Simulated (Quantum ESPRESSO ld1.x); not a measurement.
The numbers below are computed, except where a source is named.
A nucleus of charge 74.25 with 73 electrons, 73 electrons, occupied as [Xe] 4f14 5d5.

Code: ld1.x of Quantum ESPRESSO 7.5. Model: Dirac Kohn-Sham, relativistic LDA (MacDonald-Vosko exchange, VWN5 correlation), spin-unpolarised, spherical densities, point nucleus; open shells fill j = l - 1/2 first.

Energy parts (Ry):
part                     energy
total                 -32522.87
kinetic                36545.46
electron-nucleus      -81196.33
Hartree                12698.94
exchange-correlation    -570.94

Orbitals (lengths in bohr, moments of r in powers of bohr; r(max) is where P^2 peaks; r(90%) holds 90 % of the orbital's charge):
| orbital | occ. | eigenvalue (Ry) | <r^2> | r(max) | <1/r> | r(90%) |
|---|---|---|---|---|---|---|
| 1s1/2 | 2 | -5105.07 | 0.0004630 | 0.01145 | 87.13 | 0.0334 |
| 2s1/2 | 2 | -883.057 | 0.007051 | 0.06584 | 21.22 | 0.120 |
| 2p1/2 | 2 | -845.288 | 0.005029 | 0.04890 | 21.18 | 0.106 |
| 2p3/2 | 4 | -745.575 | 0.006226 | 0.05574 | 17.79 | 0.116 |
| 3s1/2 | 2 | -204.117 | 0.04601 | 0.1853 | 7.792 | 0.295 |
| 3p1/2 | 2 | -187.164 | 0.04216 | 0.1734 | 7.709 | 0.286 |
| 3p3/2 | 4 | -165.559 | 0.04873 | 0.1875 | 6.830 | 0.307 |
| 3d3/2 | 4 | -136.872 | 0.03769 | 0.1465 | 6.730 | 0.279 |
| 3d5/2 | 6 | -132.149 | 0.03950 | 0.1504 | 6.523 | 0.285 |
| 4s1/2 | 2 | -42.5899 | 0.2273 | 0.4201 | 3.280 | 0.645 |
| 4p1/2 | 2 | -35.5297 | 0.2341 | 0.4195 | 3.172 | 0.660 |
| 4p3/2 | 4 | -30.4949 | 0.2695 | 0.4492 | 2.863 | 0.708 |
| 4d3/2 | 4 | -18.8507 | 0.2929 | 0.4452 | 2.652 | 0.754 |
| 4d5/2 | 6 | -17.9177 | 0.3062 | 0.4546 | 2.578 | 0.771 |
| 4f5/2 | 6 | -3.26325 | 0.4454 | 0.4223 | 2.121 | 0.986 |
| 4f7/2 | 8 | -3.09370 | 0.4606 | 0.4273 | 2.090 | 1.00 |
| 5s1/2 | 2 | -6.43937 | 1.274 | 0.9590 | 1.272 | 1.53 |
| 5p1/2 | 2 | -4.33357 | 1.561 | 1.028 | 1.140 | 1.72 |
| 5p3/2 | 4 | -3.59827 | 1.860 | 1.113 | 1.029 | 1.88 |
| 5d3/2 | 4 | -0.97414 | 4.476 | 1.465 | 0.6780 | 3.06 |
| 5d5/2 | 1 | -0.91727 | 4.831 | 1.515 | 0.6515 | 3.18 |

The highest occupied level is 5d5/2 at -12.480 eV. Summed over all electrons, <r^2> = 48.02 bohr^2, which gives a Langevin (diamagnetic) susceptibility term of -38 x 10^-6 cm^3/mol.
